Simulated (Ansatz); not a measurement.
`O[SiH2][SiH2][SnH3]`. The species carries charge 0 and has multiplicity 1. Sn: def2 effective core potential.

```xyz
12

O     1.230    0.381    1.988
Si   -0.408    0.247    1.824
Si   -1.023    0.694   -0.394
Sn    0.582   -0.685   -1.846
H     1.775   -0.082    1.347
H    -0.989    1.208    2.794
H    -0.888   -1.125    2.161
H    -0.850    2.133   -0.735
H    -2.428    0.298   -0.684
H    -0.014   -2.257   -2.138
H     2.056   -0.865   -0.980
H     0.958    0.051   -3.338
```

Q: What are the harmonic wavenumbers in cm⁻¹ at PBE0-D4/def2-TZVP (Ansatz, finite differences of forces, unscaled)? (Best estimate.)

A: Computed: 44, 64, 73, 181, 266, 297, 318, 358, 423, 432, 517, 631, 644, 698, 726, 735, 739, 827, 873, 908, 918, 952, 1892, 1941, 1946, 2187, 2206, 2220, 2239, 3893.

Q: Is this a minimum?

A: Yes, all 30 modes are real.

Q: Give the ideal-gas thermochemistry at 298.15 K and 1 bar (rigid rotor, harmonic oscillator; point group C1, symmetry number 1).

A: Zero-point energy 180.3 kJ/mol; H(298) − E = 207.1 kJ/mol; entropy 406.5 J/(mol·K), of which translation 174.9, rotation 121.7, vibration 109.9; G(298) − E = 85.9 kJ/mol. Modes under 100 cm⁻¹ are hindered rotations or soft bends, so the harmonic entropy is rough.
